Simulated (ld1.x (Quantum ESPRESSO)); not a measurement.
**What the settings do to the TM potential of Cs**

Base potential:

ld1.x (Quantum ESPRESSO) 7.5 input, shortened:

```
&input
   title='Cs', zed=55., rel=1, dft='PBE', iswitch=3,
   config='[Xe] 5d0 6s1 6p0'
 /
 &inputp
   pseudotype=2, tm=.true., lloc=0,
   nlcc=.true., new_core_ps=.true., rcore=2.65
 /
3
6P  2  1   0.00   0.00  4.20  4.20  0.0
5D  3  2   0.00   0.00  4.20  4.20  0.0
6S  1  0   1.00   0.00  3.30  3.30  0.0
 &test
   configts(1)='5d0 6s1 6p0'
 /
```

All-electron outer shells of the reference configuration (PBE, scalar-relativistic, ld1.x):

```json
{"shell": "5s", "level (eV)": "-26.73", "outermost node (bohr)": "0.82", "outermost maximum (bohr)": "1.54"}
{"shell": "5p", "level (eV)": "-13.52", "outermost node (bohr)": "0.89", "outermost maximum (bohr)": "1.79"}
{"shell": "6s", "level (eV)": "-2.09", "outermost node (bohr)": "2.11", "outermost maximum (bohr)": "4.80"}
{"shell": "6p", "level (eV)": "-0.74", "outermost node (bohr)": "2.61", "outermost maximum (bohr)": "6.72"}
{"shell": "5d", "level (eV)": "-0.38", "outermost node (bohr)": "1.06", "outermost maximum (bohr)": "3.51"}
```

Cutoffs, loose and tight: the cutoffs (Ry, on a coarse ladder) from which the occupation-weighted sum of valence levels, in a spherical-Bessel basis at the reference potential, stays within 10 and 1 mRy of its value at 400 Ry. They do not see the model core or the augmentation charge, which bear on the density cutoff. Test errors are all-electron minus pseudo excitation energies from the reference, over the configurations 5d0 6s0.5 6p0; 5d0 6s0 6p1; 5d1 6s0 6p0; 5d0.5 6s0.5 6p0. A dash means not determined; rows that change the core or the reference have their own tests.

A true bound ghost makes a file unfit for plane-wave use even where its test errors are small: the radial tests pick states by their node count and pass the ghost by.

```csv
change,outcome,"cutoff, loose","cutoff, tight",bound ghosts,largest test error (meV)
base,generated,6 Ry,8 Ry,p,-9.6
wave 6p (bound): rc 4.20 bohr becomes 6p (bound): rc 3.02 bohr,generated,6 Ry,8 Ry,p,-9.9
wave 6p (bound): rc 4.20 bohr becomes 6p (bound): rc 3.68 bohr,generated,6 Ry,8 Ry,p,-7.7
wave 6p (bound): rc 4.20 bohr becomes 6p (bound): rc 4.10 bohr,generated,6 Ry,8 Ry,p,-9.0
wave 6p (bound): rc 4.20 bohr becomes 6p (bound): rc 4.76 bohr,generated,6 Ry,8 Ry,none,-12
wave 6p (bound): rc 4.20 bohr becomes 6p (bound): rc 5.42 bohr,generated,6 Ry,8 Ry,none,-14
wave 6p (bound): rc 4.20 bohr becomes 6p (bound): rc 6.30 bohr,generated,6 Ry,8 Ry,none,-13
```

Reading the sweep of the p radius (base included, trends over the rows without a ghost): Bound ghosts are found at 3.02, 3.68, 4.1, 4.2 bohr.
